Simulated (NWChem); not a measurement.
Molecule: CBrF2, doublet; SMILES F[C](Br)F

All runs: NWChem. Spin-unrestricted. In the optimisation the excess spin sits in a' (Cs, its own frame). This build's default masses of Se (78.918 u) and Br (79.917 u) are each other's, which moves their modes by up to 0.6 %. No stability test was run on the SCF state. Each level has its own optimisation; frequencies are unscaled.

```
level                r C–F (Å)  r Br–C (Å)  highest harmonic frequency (cm⁻¹)  lowest (cm⁻¹)  zero-point energy (kcal/mol)  dipole (D)
-------------------  ---------  ----------  ---------------------------------  -------------  ----------------------------  ----------
B3LYP/3-21G              1.352       1.996                               1249            274                           5.9        0.13
UHF/STO-3G               1.349       1.909                               1523            334                           7.0        0.43
PBE-D3(BJ)/def2-SVP          …           …                                  …              …                           6.0        0.15
```

Task: Some entries are withheld; supply them.

Result: 
- PBE-D3(BJ)/def2-SVP, r C–F (Å): 1.325
- PBE-D3(BJ)/def2-SVP, r Br–C (Å): 1.927
- PBE-D3(BJ)/def2-SVP, highest harmonic frequency (cm⁻¹): 1223
- PBE-D3(BJ)/def2-SVP, lowest (cm⁻¹): 299
